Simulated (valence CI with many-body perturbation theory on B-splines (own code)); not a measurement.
The numbers below are computed, except where a source is named.
Energy levels of Os45+

Level of theory: relativistic CI+MBPT: three valence electrons over a frozen Dirac-Fock core [Ar] 3d10, a basis of 11 s, 11 p, 10 d, 8 f, 5 g, 2 h functions for each j, with the one-electron correlation potential Σ1, the two-electron term Σ2, the three-electron term Σ3, Breit, model QED; selected CI, second order for the rest, scaled by the run's own slope (own B-spline code, finite nucleus).

No measured spectrum was set against this ion. As an estimate, large intervals hold to a few tenths of a per cent, small ones and those within an open d or f shell to about a per cent.

Levels 1 to 45 of 184, with energies above the lowest level, (4s^2 4p1/2) J=1/2. "Leading %" is the weight of the configuration and term that name the level; weights of strongly mixed levels are sums over their largest components and can fall short. In the jj column 3d3/2^4 stands for four electrons in 3d with j = 3/2.

| No. | Configuration | Term | J | E (× 10³ cm⁻¹) | Leading % | Second component | g | Leading jj |
| --- | --- | --- | --- | --- | --- | --- | --- | --- |
| 1 | 4s2.4p | 2P° | 1/2 | 0.00 | 100 |  | 0.658 | 4s^2 4p1/2 (100 %) |
| 2 | 4s.4p2 | 4P | 1/2 | 822.18 | 56 | 29 % 4s.4p2 2S | 2.174 | 4s 4p1/2^2 (98 %) |
| 3 | 4s2.4p | 2P° | 3/2 | 913.32 | 99 |  | 1.329 | 4s^2 4p3/2 (99 %) |
| 4 | 4s.4p2 | 4P | 3/2 | 1623.9 | 91 | 7 % 4s.4p2 2D | 1.654 | 4s 4p1/2 4p3/2 (99 %) |
| 5 | 4s.4p2 | 2D | 5/2 | 1694.6 | 59 | 40 % 4s.4p2 4P | 1.355 | 4s 4p1/2 4p3/2 (98 %) |
| 6 | 4s.4p2 | 2D | 3/2 | 1794.2 | 63 | 31 % 4s.4p2 2P | 0.981 | 4s 4p1/2 4p3/2 (95 %) |
| 7 | 4s.4p2 | 2P | 1/2 | 1814.1 | 70 | 28 % 4s.4p2 4P | 1.242 | 4s 4p1/2 4p3/2 (97 %) |
| 8 | 4s2.4d | 2D | 3/2 | 2268.6 | 94 |  | 0.816 | 4s^2 4d3/2 (94 %) |
| 9 | 4s2.4d | 2D | 5/2 | 2428.5 | 82 | 14 % 4s.4p2 4P | 1.252 | 4s^2 4d5/2 (82 %) |
| 10 | 4s.4p2 | 4P | 5/2 | 2610.9 | 45 | 38 % 4s.4p2 2D | 1.378 | 4s 4p3/2^2 (82 %) |
| 11 | 4p3 | 2P° | 3/2 | 2617.4 | 46 | 27 % 4p3 2D° | 1.324 | 4p1/2^2 4p3/2 (94 %) |
| 12 | 4s.4p2 | 2S | 1/2 | 2726.8 | 69 | 16 % 4s.4p2 4P | 1.904 | 4s 4p3/2^2 (99 %) |
| 13 | 4s.4p2 | 2P | 3/2 | 2756.6 | 62 | 29 % 4s.4p2 2D | 1.195 | 4s 4p3/2^2 (97 %) |
| 14 | 4s.4p.4d | 4F° | 3/2 | 2916.0 | 79 | 16 % 4s.4p.4d 2D° | 0.500 | 4s 4p1/2 4d3/2 (98 %) |
| 15 | 4s.4p.4d | 4F° | 5/2 | 2976.3 | 48 | 25 % 4s.4p.4d 2F° | 1.038 | 4s 4p1/2 4d3/2 (95 %) |
| 16 | 4s.4p.4d | 4D° | 1/2 | 3085.9 | 60 | 32 % 4s.4p.4d 2P° | 0.395 | 4s 4p1/2 4d3/2 (98 %) |
| 17 | 4s.4p.4d | 4D° | 3/2 | 3096.2 | 37 | 22 % 4s.4p.4d 4P° | 1.298 | 4s 4p1/2 4d3/2 (90 %) |
| 18 | 4s.4p.4d | 4P° | 5/2 | 3176.3 | 38 | 29 % 4s.4p.4d 4D° | 1.355 | 4s 4p1/2 4d5/2 (98 %) |
| 19 | 4s.4p.4d | 4F° | 7/2 | 3221.2 | 47 | 29 % 4s.4p.4d 2F° | 1.247 | 4s 4p1/2 4d5/2 (96 %) |
| 20 | 4s.4p.4d | 2F° | 5/2 | 3267.2 | 44 | 19 % 4s.4p.4d 2D° | 1.067 | 4s 4p1/2 4d5/2 (91 %) |
| 21 | 4s.4p.4d | 2D° | 3/2 | 3273.5 | 36 | 30 % 4s.4p.4d 2P° | 1.156 | 4s 4p1/2 4d5/2 (79 %) |
| 22 | 4p3 | 2D° | 5/2 | 3527.4 | 85 | 13 % 4s.4p.4d 2F° | 1.151 | 4p1/2 4p3/2^2 (85 %) |
| 23 | 4p3 | 2D° | 3/2 | 3527.7 | 44 | 42 % 4p3 4S° | 1.364 | 4p1/2 4p3/2^2 (85 %) |
| 24 | 4p3 | 2P° | 1/2 | 3578.0 | 94 | 5 % 4s.4p.4d 2P° | 0.660 | 4p1/2 4p3/2^2 (94 %) |
| 25 | 4s2.4f | 2F° | 5/2 | 3831.0 | 82 | 12 % 4s.4p.4d 2F° | 0.864 | 4s^2 4f5/2 (82 %) |
| 26 | 4s2.4f | 2F° | 7/2 | 3878.8 | 60 | 22 % 4s.4p.4d 4F° | 1.169 | 4s^2 4f7/2 (60 %) |
| 27 | 4p2.4d | 2D | 3/2 | 3880.2 | 39 | 36 % 4p2.4d 4F | 0.772 | 4p1/2^2 4d3/2 (98 %) |
| 28 | 4s.4p.4d | 4D° | 3/2 | 3900.1 | 43 | 38 % 4s.4p.4d 4P° | 1.323 | 4s 4p3/2 4d3/2 (99 %) |
| 29 | 4s.4p.4d | 4P° | 1/2 | 3900.5 | 86 | 13 % 4s.4p.4d 4D° | 2.304 | 4s 4p3/2 4d3/2 (99 %) |
| 30 | 4s.4p.4d | 4D° | 5/2 | 3902.4 | 51 | 17 % 4s.4p.4d 4F° | 1.256 | 4s 4p3/2 4d3/2 (90 %) |
| 31 | 4s.4p.4d | 4D° | 7/2 | 3952.7 | 35 | 31 % 4s2.4f 2F° | 1.257 | 4s 4p3/2 4d3/2 (49 %) |
| 32 | 4s.4p.4d | 4F° | 9/2 | 4003.7 | 100 |  | 1.329 | 4s 4p3/2 4d5/2 (100 %) |
| 33 | 4s.4p.4d | 2D° | 3/2 | 4018.1 | 64 | 23 % 4s.4p.4d 4P° | 0.984 | 4s 4p3/2 4d3/2 (77 %) |
| 34 | 4s.4p.4d | 2P° | 1/2 | 4089.6 | 73 | 21 % 4s.4p.4d 4D° | 0.586 | 4s 4p3/2 4d3/2 (93 %) |
| 35 | 4s.4p.4d | 2D° | 5/2 | 4100.6 | 46 | 38 % 4s.4p.4d 4P° | 1.349 | 4s 4p3/2 4d5/2 (98 %) |
| 36 | 4s.4p.4d | 2F° | 5/2 | 4120.9 | 52 | 20 % 4s.4p.4d 2D° | 0.950 | 4s 4p3/2 4d3/2 (82 %) |
| 37 | 4p2.4d | 2D | 5/2 | 4121.7 | 30 | 21 % 4p2.4d 4D | 1.192 | 4p1/2^2 4d5/2 (95 %) |
| 38 | 4s.4p.4d | 2P° | 3/2 | 4137.6 | 41 | 32 % 4s.4p.4d 2D° | 1.178 | 4s 4p3/2 4d5/2 (69 %) |
| 39 | 4s.4p.4d | 2F° | 7/2 | 4157.6 | 78 | 16 % 4s.4p.4d 4D° | 1.189 | 4s 4p3/2 4d5/2 (88 %) |
| 40 | 4s.4p.4d | 2F° | 7/2 | 4241.0 | 63 | 23 % 4s.4p.4d 4D° | 1.209 | 4s 4p3/2 4d5/2 (88 %) |
| 41 | 4s.4p.4d | 2P° | 1/2 | 4256.0 | 87 | 5 % 4s.4p.4d 4D° | 0.694 | 4s 4p3/2 4d5/2 (93 %) |
| 42 | 4s.4p.4d | 2P° | 3/2 | 4287.5 | 78 | 7 % 4s.4p.4d 2D° | 1.306 | 4s 4p3/2 4d5/2 (97 %) |
| 43 | 4s.4p.4d | 2D° | 5/2 | 4319.1 | 59 | 31 % 4s.4p.4d 2F° | 1.096 | 4s 4p3/2 4d5/2 (92 %) |
| 44 | 4p3 | 2P° | 3/2 | 4533.7 | 45 | 26 % 4p3 2D° | 1.253 | 4p3/2^3 (86 %) |
| 45 | 4s.4p.4f | 4G | 5/2 | 4575.7 | 53 | 15 % 4s.4p.4f 4F | 0.775 | 4s 4p1/2 4f5/2 (91 %) |

The ionisation energy to 4s2 1S_0 of the next ion comes out as 2401.3 eV (NIST: 2400 ± 4 eV (theoretical)). All 184 levels together are meant to be complete up to 7162.7 × 10³ cm⁻¹.
